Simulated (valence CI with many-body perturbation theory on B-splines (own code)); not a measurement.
## E1 line list for Au XLVII

Level of theory: configuration interaction combined with many-body perturbation theory (CI+MBPT): five valence electrons over a frozen Dirac-Fock core [Ar] 3d10, radial functions for each j: 11 s, 11 p, 10 d, 8 f, 5 g, 2 h, with the one-electron correlation potential Σ1 (screened to all orders), the two-electron term Σ2, the three-electron term Σ3, Breit, model QED; selected single and double excitations, second order for the rest, scaled by the run's own slope (own B-spline code, finite nucleus).

The last digits are not significant, and no measured levels were compared; by estimate large intervals hold to a few tenths of a per cent, small ones and those within an open d or f shell to about a per cent. Among the levels kept, up to 2100 cm⁻¹ of a level comes from second order outside the variational space, and about a tenth of that is noise between levels of different J, which matters for small intervals.

Lines 101 to 150 of 541 in falling wavelength, among levels below 5380.4 × 10³ cm⁻¹, chosen from the strongest by gf and those to the six lowest levels. Wavelengths and rates use the calculated energies. Electric multipoles are in the length gauge with retardation, E1 and E2 with the static RPA response of the core. Weak lines are less certain than strong ones. Lines between different terms over intervals too small for the method are left out, as are lines whose strength nearly cancels. Where a level lies close to another of its J and parity, the split of strength between their lines is uncertain. The highest levels of a list are the least certain.

Levels are named by their leading jj configuration (3d3/2^4 stands for four electrons in 3d with j = 3/2), which in mixed levels can hold well under half, so a name can repeat and another be missing. Letters in brackets count levels of one name in rising energy.

```
λ vac (nm)                               Upper                               Lower   A (s⁻¹)  S (a.u.)
     6.108          (4s^2 4p1/2 4d5/2^2) J=5/2  (4s^2 4p1/2 4p3/2 4d5/2) J=3/2 [b]  2.03e+11  1.37e-01
     6.099  (4s^2 4p1/2 4p3/2 4f7/2) J=5/2 [a]  (4s^2 4p1/2 4p3/2 4d5/2) J=3/2 [a]  6.21e+10  4.17e-02
     6.093      (4s 4p1/2^2 4p3/2 4f7/2) J=5/2  (4s 4p1/2^2 4p3/2 4d5/2) J=5/2 [a]  6.16e+10  4.12e-02
     6.088  (4s^2 4p1/2 4d3/2 4d5/2) J=5/2 [b]  (4s^2 4p1/2 4p3/2 4d3/2) J=3/2 [b]  1.03e+11  6.89e-02
     6.081      (4s^2 4p1/2 4d3/2 4d5/2) J=9/2      (4s^2 4p1/2 4p3/2 4d3/2) J=7/2  1.08e+11  1.20e-01
     6.079  (4s^2 4p1/2 4p3/2 4f7/2) J=9/2 [c]      (4s^2 4p1/2 4p3/2 4d5/2) J=9/2  9.34e+10  1.04e-01
     6.072          (4s^2 4p3/2 4d5/2^2) J=5/2      (4s^2 4p3/2^2 4d3/2) J=3/2 [b]  4.56e+10  3.02e-02
     6.067      (4s 4p1/2^2 4d3/2 4d5/2) J=9/2      (4s 4p1/2^2 4p3/2 4d3/2) J=7/2  6.96e+10  7.68e-02
     6.066  (4s 4p1/2^2 4d3/2 4d5/2) J=3/2 [b]  (4s 4p1/2^2 4p3/2 4d3/2) J=3/2 [b]  1.13e+11  4.99e-02
     6.065  (4s 4p1/2^2 4d3/2 4d5/2) J=5/2 [b]  (4s 4p1/2^2 4p3/2 4d3/2) J=3/2 [b]  9.42e+10  6.22e-02
     6.065  (4s^2 4p1/2 4d3/2 4d5/2) J=7/2 [b]  (4s^2 4p1/2 4p3/2 4d3/2) J=5/2 [b]  6.95e+10  6.12e-02
     6.065      (4s 4p1/2 4p3/2^2 4d3/2) J=9/2  (4s^2 4p1/2 4p3/2 4d5/2) J=7/2 [b]  6.60e+10  7.26e-02
     6.063  (4s^2 4p1/2 4p3/2 4f7/2) J=7/2 [b]  (4s^2 4p1/2 4p3/2 4d5/2) J=5/2 [a]  9.99e+10  8.79e-02
     6.062      (4s 4p1/2^2 4p3/2 4f7/2) J=3/2  (4s 4p1/2^2 4p3/2 4d5/2) J=3/2 [a]  1.33e+11  5.84e-02
     6.060  (4s^2 4p1/2 4p3/2 4d5/2) J=3/2 [a]          (4s^2 4p1/2 4p3/2^2) J=3/2  1.24e+11  5.45e-02
     6.054      (4s^2 4p1/2 4p3/2 4f7/2) J=3/2      (4s^2 4p1/2 4p3/2 4d5/2) J=1/2  2.18e+11  9.54e-02
     6.040  (4s^2 4p1/2 4d3/2 4d5/2) J=5/2 [b]  (4s^2 4p1/2 4p3/2 4d3/2) J=5/2 [b]  4.15e+10  2.71e-02
     6.031  (4s 4p1/2^2 4p3/2 4d5/2) J=5/2 [a]          (4s 4p1/2^2 4p3/2^2) J=5/2  1.76e+11  1.14e-01
     6.030          (4s^2 4p3/2^2 4f5/2) J=9/2          (4s^2 4p3/2^2 4d3/2) J=7/2  8.17e+10  8.84e-02
     6.029          (4s^2 4p1/2 4d5/2^2) J=5/2  (4s^2 4p1/2 4p3/2 4d5/2) J=7/2 [b]  5.00e+10  3.24e-02
     6.025  (4s 4p1/2^2 4p3/2 4f7/2) J=9/2 [a]      (4s 4p1/2^2 4p3/2 4d5/2) J=9/2  4.64e+10  5.01e-02
     6.012      (4s^2 4p1/2 4p3/2 4f7/2) J=3/2  (4s^2 4p1/2 4p3/2 4d5/2) J=3/2 [b]  6.06e+10  2.60e-02
     6.010  (4s^2 4p1/2 4d3/2 4d5/2) J=7/2 [a]  (4s^2 4p1/2 4p3/2 4d3/2) J=5/2 [a]  1.31e+11  1.12e-01
     6.002  (4s 4p1/2^2 4p3/2 4f5/2) J=5/2 [b]  (4s 4p1/2^2 4p3/2 4d5/2) J=5/2 [a]  1.12e+11  7.16e-02
     6.000  (4s 4p1/2^2 4d3/2 4d5/2) J=7/2 [a]  (4s 4p1/2^2 4p3/2 4d3/2) J=5/2 [a]  1.46e+11  1.24e-01
     5.999  (4s 4p1/2 4p3/2^2 4d5/2) J=7/2 [a]  (4s^2 4p1/2 4p3/2 4d5/2) J=5/2 [b]  2.08e+11  1.77e-01
     5.989          (4s^2 4p1/2^2 4d5/2) J=5/2          (4s^2 4p1/2^2 4p3/2) J=3/2  2.42e+11  1.54e-01
     5.986  (4s^2 4p1/2 4d3/2 4d5/2) J=3/2 [b]  (4s^2 4p1/2 4p3/2 4d3/2) J=1/2 [b]  1.44e+11  6.10e-02
     5.985     (4s^2 4p1/2 4p3/2 4f7/2) J=11/2      (4s^2 4p1/2 4p3/2 4d5/2) J=9/2  1.95e+11  2.47e-01
     5.983          (4s 4p1/2^2 4d5/2^2) J=5/2  (4s 4p1/2^2 4p3/2 4d5/2) J=3/2 [a]  1.30e+11  8.28e-02
     5.982  (4s^2 4p1/2 4d3/2 4d5/2) J=5/2 [a]  (4s^2 4p1/2 4p3/2 4d3/2) J=3/2 [a]  1.04e+11  6.59e-02
     5.979  (4s^2 4p1/2 4p3/2 4d5/2) J=5/2 [a]          (4s^2 4p1/2 4p3/2^2) J=3/2  3.47e+10  2.20e-02
     5.966  (4s^2 4p1/2 4p3/2 4f7/2) J=5/2 [b]  (4s^2 4p1/2 4p3/2 4d5/2) J=3/2 [a]  1.17e+11  7.38e-02
     5.966  (4s^2 4p1/2 4d3/2 4d5/2) J=5/2 [a]  (4s^2 4p1/2 4p3/2 4d3/2) J=5/2 [a]  1.26e+11  7.93e-02
     5.958          (4s^2 4p1/2 4d5/2^2) J=7/2  (4s^2 4p1/2 4p3/2 4d5/2) J=7/2 [a]  5.55e+10  4.63e-02
     5.956  (4s^2 4p1/2 4d3/2 4d5/2) J=3/2 [b]  (4s^2 4p1/2 4p3/2 4d3/2) J=3/2 [b]  7.65e+10  3.19e-02
     5.947  (4s^2 4p3/2 4d3/2 4d5/2) J=7/2 [c]          (4s^2 4p3/2^2 4d3/2) J=7/2  1.16e+11  9.63e-02
     5.946  (4s 4p1/2^2 4d3/2 4d5/2) J=5/2 [a]  (4s 4p1/2^2 4p3/2 4d3/2) J=3/2 [a]  1.54e+11  9.58e-02
     5.943      (4s 4p1/2^2 4p3/2 4d5/2) J=1/2          (4s 4p1/2^2 4p3/2^2) J=1/2  3.77e+11  7.81e-02
     5.940  (4s^2 4p1/2 4p3/2 4f7/2) J=9/2 [b]  (4s^2 4p1/2 4p3/2 4d5/2) J=7/2 [a]  1.47e+11  1.52e-01
     5.930  (4s 4p1/2^2 4d3/2 4d5/2) J=5/2 [a]  (4s 4p1/2^2 4p3/2 4d3/2) J=5/2 [a]  5.39e+10  3.33e-02
     5.925  (4s 4p1/2^2 4p3/2 4f7/2) J=9/2 [b]  (4s 4p1/2^2 4p3/2 4d5/2) J=7/2 [a]  3.04e+11  3.13e-01
     5.925  (4s 4p1/2 4p3/2^2 4d5/2) J=3/2 [b]            (4s 4p1/2 4p3/2^3) J=5/2  9.06e+10  3.72e-02
     5.924          (4s 4p1/2^2 4d5/2^2) J=9/2      (4s 4p1/2^2 4p3/2 4d5/2) J=9/2  1.15e+11  1.18e-01
     5.924  (4s^2 4p1/2 4d3/2 4d5/2) J=3/2 [a]  (4s^2 4p1/2 4p3/2 4d3/2) J=3/2 [a]  1.17e+11  4.79e-02
     5.922  (4s 4p1/2 4p3/2^2 4d3/2) J=1/2 [b]  (4s^2 4p1/2 4p3/2 4d5/2) J=3/2 [b]  1.98e+11  4.06e-02
     5.916     (4s 4p1/2^2 4p3/2 4f7/2) J=11/2      (4s 4p1/2^2 4p3/2 4d5/2) J=9/2  2.45e+11  3.01e-01
     5.914  (4s 4p1/2 4p3/2^2 4d5/2) J=3/2 [a]        (4s 4p1/2 4p3/2^3) J=3/2 [a]  6.84e+10  2.79e-02
     5.912  (4s^2 4p1/2 4p3/2 4f7/2) J=5/2 [c]  (4s^2 4p1/2 4p3/2 4d5/2) J=5/2 [a]  3.10e+11  1.90e-01
     5.903      (4s^2 4p1/2 4d3/2 4d5/2) J=1/2  (4s^2 4p1/2 4p3/2 4d3/2) J=1/2 [a]  2.11e+11  4.28e-02
```
